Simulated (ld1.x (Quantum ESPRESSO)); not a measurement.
Ta: one change to a PAW potential, before and after

tantalum (Ta), PAW, made with ld1.x (Quantum ESPRESSO) 7.5 (PBE, scalar-relativistic). Core [Kr] 4d10 4f14, reference 5s2 5p6 5d3 6s1 6p0 (charge +1). Waves: 5s (bound): rcut 1.65, rcutus 1.85 bohr; 6s (bound): rcut 1.65, rcutus 1.85 bohr; 5p (bound): rcut 1.70, rcutus 2.25 bohr; 6p (bound, empty): rcut 1.70, rcutus 2.25 bohr; 5d (bound): rcut 1.70, rcutus 2.10 bohr; 5d channel at 1.75 Ry: rcut 1.70, rcutus 2.10 bohr. Local part: all-electron potential smoothed inside 2.10 bohr (lloc = -2). Core correction: Bessel-smoothed model core inside 1.90 bohr. Augmentation charge: BESSEL, radius 1.30 bohr.

Change: waves 5d (bound): rcut 1.20, rcutus 1.28 bohr; 5d channel at 1.75 Ry: rcut 1.20, rcutus 1.28 bohr.

Cutoffs: the cutoffs (Ry, on a coarse ladder) from which the occupation-weighted sum of valence levels, in a spherical-Bessel basis at the reference potential, stays within 10 and 1 mRy of its value at 400 Ry; they do not see the model core or the augmentation charge, which bear on the density cutoff. Errors are all-electron minus pseudo energies relative to the spin-unpolarised reference configuration.

**Question.** Predict the effect on cutoff, ghosts and configuration errors.

**Answer.** The potential gets harder (25 Ry and 40 Ry → 35 Ry and 60 Ry); the errors of the 7 common tests hardly move; neither file shows a bound ghost. A smaller radius makes the pseudo-wave follow the all-electron one further in, where it bends more sharply, so more plane waves are needed.

```csv
quantity,base,changed
"cutoff, loose",25 Ry,35 Ry
"cutoff, tight",40 Ry,60 Ry
loose cutoff by channel (10 mRy a level),"s 21 Ry, p 15 Ry, d 18 Ry","s 21 Ry, p 15 Ry, d 25 Ry"
bound ghosts,none,none
"error for 5s2 5p6 5d3 6s2 6p0, meV [ΔE -8.47 eV]",+2.9,+3.0
"error for 5s2 5p6 5d3 6s0 6p0, meV [ΔE 14.97 eV]",-5.5,-5.4
"error for 5s2 5p6 5d2 6s0 6p0, meV [ΔE 38.58 eV]",-35,-36
"error for 5s2 5p6 5d4 6s1 6p0, meV [ΔE -6.37 eV]",-3.9,-3.9
"error for 5s2 5p6 5d3 6s1 6p1, meV [ΔE -4.29 eV]",+2.3,+2.3
"error for 5s2 5p6 5d3 6s0 6p1, meV [ΔE 5.08 eV]",+1.6,+1.6
"error for 5s2 5p6 5d3.5 6s1.5 6p0, meV [ΔE -7.48 eV]",+0.1,+0.1
s: phases at 2.44 bohr within 0.05 rad from the reference energy up to (Ry; the scan ends near 5),to the end of the scan,to the end of the scan
p: phases at 2.44 bohr within 0.05 rad from the reference energy up to (Ry; the scan ends near 5),to the end of the scan,to the end of the scan
d: phases at 2.44 bohr within 0.05 rad from the reference energy up to (Ry; the scan ends near 5),to the end of the scan,to the end of the scan
lowest overlap eigenvalue by channel,"s 0.09, p 0.08, d 0.45","s 0.09, p 0.08, d 0.87"
```
